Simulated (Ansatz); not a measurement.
Job for Ansatz (an electronic-structure program): R-B3LYP/def2-TZVPP on FH3SiSn (SMILES [F][Sn][SiH3]), a point of a torsion scan. Elements past Kr take the def2 small-core potentials; no spin–orbit coupling.

Ansatz 0.2 input:
```yaml
crystal:
  periodic: [false, false, false]
  atoms:
    - {symbol: F, position_ang: [2.62457194, 0.75362932, -0.17386870]}
    - {symbol: Sn, position_ang: [1.77497731, -1.07554299, 0.23811383]}
    - {symbol: Si, position_ang: [-0.65320171, -0.09232948, 0.02021681]}
    - {symbol: H, position_ang: [-0.85519907, 0.87826255, -1.07481577]}
    - {symbol: H, position_ang: [-1.11474875, 0.63852853, 1.22546670]}
    - {symbol: H, position_ang: [-1.76283770, -1.05581734, -0.19509919]}
basis:
  gaussian:
    orbitals: def2-TZVPP
hamiltonian:
  xc: {name: B3LYP}
scf: {lower_state_search: off}
```

The head of its log:

```
WARN ansatz: RAYON_NUM_THREADS=1 ignored (pool sized by the plan → 1); use --threads N
Functional definition: B3LYP
these checks for a lower state are left out or cut short: stability, starts, cluster_reference, orbital_swaps, neighbouring_geometries, increment
integrals: 0.08 GiB planned
1056 factors; their error is unknown
mean field: 0.66 GiB planned
mean field evaluation 1: about -16475.2082 eV, gradient 4.7e1 eV
mean field evaluation 2: about -16406.5903 eV, gradient 1.9e2 eV
```

Task: What total energy does the run end on?

Result: -605.6169 hartree.
